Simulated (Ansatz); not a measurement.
Consider the formal exchange of groups at the Si–N bond: `O[SiH2]N[SiH2][AlH2]` + `[CH2]1[S][GaH]1` → `O[SiH2][Ga]1[CH2][S]1` + `N[SiH2][AlH2]`.

Program: Ansatz. Geometries: PBE0-D4/def2-TZVP. ΔE: electronic, gas phase. CCSD(T)/CBS adds triple-zeta CCSD(T) − MP2 to the extrapolated MP2 energy (def2 sets, frozen cores). DFT in def2-TZVPP. B3LYP here is the variant with VWN-RPA as its local correlation; programs differ in this. For Ga outer-core shells are correlated without core-valence functions, which leaves a few kJ/mol of doubt a bond. Scalar relativity is left out up to krypton. One conformer a species, not always the lowest.

Q: Is it downhill or uphill in electronic energy at CCSD(T)/CBS, and by how much? (Best estimate.)

A: The calculation gave: Uphill: ΔE = +48.9 kJ/mol.

Q: What do these levels give: ωB97X-V, ωB97M-V, PBE, r2SCAN, B3LYP, HF/def2-TZVPP, SCS-MP2/def2-TZVPP, CCSD/def2-TZVPP, CCSD(T)/def2-TZVPP, MP2/def2-QZVPP, SCS-MP2/def2-QZVPP, MP2/CBS(def2)? (An estimate is asked.)

A: The calculation gave: ωB97X-V 53.9, ωB97M-V 56.0, PBE 30.8, r2SCAN 45.1, B3LYP 43.5, HF/def2-TZVPP 65.7, SCS-MP2/def2-TZVPP 59.1, CCSD/def2-TZVPP 55.9, CCSD(T)/def2-TZVPP 54.0, MP2/def2-QZVPP 55.4, SCS-MP2/def2-QZVPP 57.4, MP2/CBS(def2) 52.8 kJ/mol.

Largest T1 diagnostic among the species: 0.015.

The D4 term adds +4.2 kJ/mol with B3LYP and +2.3 kJ/mol with PBE0; it sums over pairs of atoms, weighted by their polarisabilities, and B3LYP, whose exchange is more repulsive, gets the larger term. From PBE to PBE0 (25 % exact exchange), in def2-TZVPP and without D4, ΔE moves by +8.3 kJ/mol.
